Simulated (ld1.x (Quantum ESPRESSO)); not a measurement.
# Reading a pseudo-wave (Zn)

Columns: radius, all-electron u(r) and pseudo u(r) of the 3d shell (level -10.08 eV) of zinc in the configuration [Ar] 3d10 4s2 4p0; revPBE, scalar-relativistic, ultrasoft scheme, ld1.x (Quantum ESPRESSO) 7.5.

| r (bohr) | all-electron | pseudo |
| --- | --- | --- |
| 0.110 | 0.1498 | 0.0037 |
| 0.220 | 0.5115 | 0.0283 |
| 0.330 | 0.8139 | 0.0879 |
| 0.440 | 0.9818 | 0.1851 |
| 0.550 | 1.0356 | 0.3099 |
| 0.660 | 1.0164 | 0.4432 |
| 0.770 | 0.9584 | 0.5620 |
| 0.880 | 0.8834 | 0.6464 |
| 0.990 | 0.8038 | 0.6857 |
| 1.100 | 0.7259 | 0.6805 |
| 1.210 | 0.6528 | 0.6415 |
| 1.320 | 0.5858 | 0.5848 |
| 1.430 | 0.5252 | 0.5252 |
| 1.540 | 0.4708 | 0.4708 |
| 1.650 | 0.4222 | 0.4222 |
| 1.760 | 0.3789 | 0.3789 |
| 1.870 | 0.3402 | 0.3402 |
| 1.980 | 0.3058 | 0.3058 |
| 2.090 | 0.2750 | 0.2750 |
| 2.200 | 0.2475 | 0.2475 |
| 2.310 | 0.2229 | 0.2229 |
| 2.420 | 0.2009 | 0.2009 |
| 2.530 | 0.1811 | 0.1811 |
| 2.640 | 0.1634 | 0.1634 |
| 2.750 | 0.1474 | 0.1474 |
| 2.860 | 0.1330 | 0.1330 |

Task: How many radial nodes do the two functions have?

Result: The all-electron 3d function has n − l − 1 = 0; the pseudo-wave has 0.

Task: At about which radius was the pseudo-wave matched?

Result: 1.50 bohr, where the columns begin to agree (steps of 0.11 bohr).

Task: Where does each function peak?

Result: Outermost all-electron maximum near 0.55 bohr, pseudo maximum near 0.99 bohr (to the table’s step).

Task: Is the pseudo-wave norm-conserving?

Result: No, it belongs to an ultrasoft set: the norm inside the radius is not constrained, and the difference is carried by the augmentation charge.
